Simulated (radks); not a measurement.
The numbers below are computed, except where a source is named.
Problem. Species: the zirconium ion Zr2+. Configuration: [Kr] 4d0.75 5s1.25 (fractional occupations, a model configuration). Code: a radial shooting solver on a logarithmic mesh with Libxc functionals. Model: scalar-relativistic Kohn-Sham, PBE, spin-unpolarised, spherical densities, finite nucleus; Fermi nuclear charge, rms radius 4.2694 fm. Some entries of the table are withheld. Estimate them.

| orbital | occ. | eigenvalue (hartree) | <r^2> (bohr^2) | <1/r> (bohr^-1) |
|---|---|---|---|---|
| 1s | 2 | -655.7579 | 0.001853 | 41.25 |
| 2s | 2 | -91.48506 | 0.03117 | 9.250 |
| 2p | 6 | -81.66013 | 0.02455 | 9.013 |
| 3s | 2 | -15.59113 | 0.2409 | (1) |
| 3p | 6 | -12.39009 | 0.2488 | 2.981 |
| 3d | 10 | -7.13754 | (2) | 2.740 |
| 4s | 2 | -2.69733 | 1.638 | 1.125 |
| 4p | 6 | -1.87592 | 2.067 | 0.9925 |
| 4d | 0.75 | -0.75062 | 4.265 | 0.6931 |
| 5s | 1.25 | -0.65440 | (3) | 0.4206 |

Solution. 
(1) 3s <1/r> (bohr^-1): 3.140
(2) 3d <r^2> (bohr^2): 0.2475
(3) 5s <r^2> (bohr^2): 10.59
